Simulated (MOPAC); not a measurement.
Job for MOPAC: PM7 on FGeH (SMILES [F][GeH]), a point of a bond scan (R = 1.416 Å).

```
PM7 1SCF PRECISE CHARGE=0 THREADS=1
FGeH

Ge    -0.11370409 1    -0.22690637 1     0.28076938 1
H     -0.98451576 1    -1.05346065 1    -0.79917524 1
F      0.38819668 1     0.69368224 1    -0.67144124 1
```

Output:

```
*******************************************************************************
 **                                                                           **
 **                              MOPAC v23.2.5                                **
 **                                                                           **
 *******************************************************************************
 ** MOPAC's Digital Object Identifier: https://doi.org/10.5281/zenodo.6511958 **
 **                                                                           **
 ** Please cite the open-source release paper for use of this MOPAC version:  **
 ** J. E. Moussa and J. J. P. Stewart (2026)                                  **
 ** MOPAC: An open-source semiempirical molecular orbital program             **
 ** J. Open Source Softw., 11(119), 8025, https://doi.org/10.21105/joss.08025 **
 *******************************************************************************

                              PM7 CALCULATION RESULTS

 *******************************************************************************
 *  PM7        - The PM7 Hamiltonian to be used
 *
 *
 *
 *                 CHARGE ON SYSTEM = 0
 *
 *
 *
 *  PRECISE    - TIGHTER CRITERIA TO BE USED
 *  1SCF       - DO 1 SCF AND THEN STOP
 *  THREADS=1  - MULTI-THREADING NOT USED
 *  T=         - A TIME OF 172800.0 SECONDS REQUESTED
 *  DUMP=N     - RESTART FILE WRITTEN EVERY 7200.0 SECONDS REQUESTED
 *******************************************************************************
PM7 1SCF PRECISE CHARGE=0 THREADS=1
 FGeH

   ATOM   CHEMICAL          X               Y               Z
  NUMBER   SYMBOL      (ANGSTROMS)     (ANGSTROMS)     (ANGSTROMS)

     1      Ge         -0.11370409  *  -0.22690637  *   0.28076938  *
     2       H         -0.98451576  *  -1.05346065  *  -0.79917524  *
     3       F          0.38819668  *   0.69368224  *  -0.67144124  *



          CARTESIAN COORDINATES

    NO.       ATOM           X           Y           Z

     1        Ge         -0.1137     -0.2269      0.2808
     2         H         -0.9845     -1.0535     -0.7992
     3         F          0.3882      0.6937     -0.6714

 General Reference for PM7:
 "Optimization of Parameters for Semiempirical Methods VI: More Modifications to the
 NDDO Approximations and Re-optimization of Parameters", J. J. P. Stewart, J. Mol. Mod., 1:32, 19 (2013)
 https://link.springer.com/article/10.1007/s00894-012-1667-x

           Empirical Formula: H Ge F  =     3 atoms



      MOLECULAR POINT GROUP   :   Cs


      RHF CALCULATION, NO. OF DOUBLY OCCUPIED LEVELS = 6


 -------------------------------------------------------------------------------
 PM7 1SCF PRECISE CHARGE=0 THREADS=1
 FGeH



     1SCF WAS SPECIFIED, SO BFGS WAS NOT USED
     SCF FIELD WAS ACHIEVED


                              PM7 CALCULATION
                                                       MOPAC v23.2.5 Linux




          FINAL HEAT OF FORMATION =         -5.48894 KCAL/MOL =     -22.96572 KJ/MOL


          COSMO AREA              =         80.53 SQUARE ANGSTROMS
          COSMO VOLUME            =         66.80 CUBIC ANGSTROMS

          IONIZATION POTENTIAL    =          8.238159 EV
          HOMO LUMO ENERGIES (EV) =         -8.238 -1.111
          NO. OF FILLED LEVELS    =          6
          MOLECULAR WEIGHT        =         92.5963         POINT GROUP:  Cs

          MOLECULAR DIMENSIONS (Angstroms)

            Atom       Atom       Distance
            F     3    H     2     2.22557
            H     2   Ge     1     1.02488
            F     3   Ge     1     0.00000


          SCF CALCULATIONS        =          1





   ATOM   CHEMICAL          X               Y               Z
  NUMBER   SYMBOL      (ANGSTROMS)     (ANGSTROMS)     (ANGSTROMS)

     1      Ge         -0.11370409  *  -0.22690637  *   0.28076938  *
     2       H         -0.98451576  *  -1.05346065  *  -0.79917524  *
     3       F          0.38819668  *   0.69368224  *  -0.67144124  *

                             CARTESIAN COORDINATES

   1   Ge       -0.113704090    -0.226906370     0.280769380
   2    H       -0.984515760    -1.053460650    -0.799175240
   3    F        0.388196680     0.693682240    -0.671441240


           Empirical Formula: H Ge F  =     3 atoms



      MOLECULAR POINT GROUP   :   Cs


                  EIGENVALUES
 -38.35755 -19.13358 -15.24419 -14.46371 -11.58917  -8.23816  -1.11085   0.77289
   2.68214


              NET ATOMIC CHARGES AND DIPOLE CONTRIBUTIONS

  ATOM NO.   TYPE          CHARGE      No. of ELECS.   s-Pop       p-Pop
    1         Ge           0.593179        3.4068     1.71734     1.68948
    2          H          -0.020509        1.0205     1.02051
    3          F          -0.572670        7.5727     1.90954     5.66313
 DIPOLE           X         Y         Z       TOTAL
 POINT-CHG.    -1.295    -2.451     2.726     3.887
 HYBRID        -0.018     0.555    -2.053     2.127
 SUM           -1.313    -1.896     0.673     2.402


          ATOMIC ORBITAL ELECTRON POPULATIONS

     Atom    s        px        py        pz
    1 Ge   1.71734   0.35885   0.33567   0.99496
    2  H   1.02051
    3  F   1.90954   1.88514   1.87065   1.90734

 **********************
 *                    *
 * JOB ENDED NORMALLY *
 *                    *
 **********************




 == MOPAC DONE ==
```

The run finished.

Cost: about 0.020 core-seconds (a rough figure).
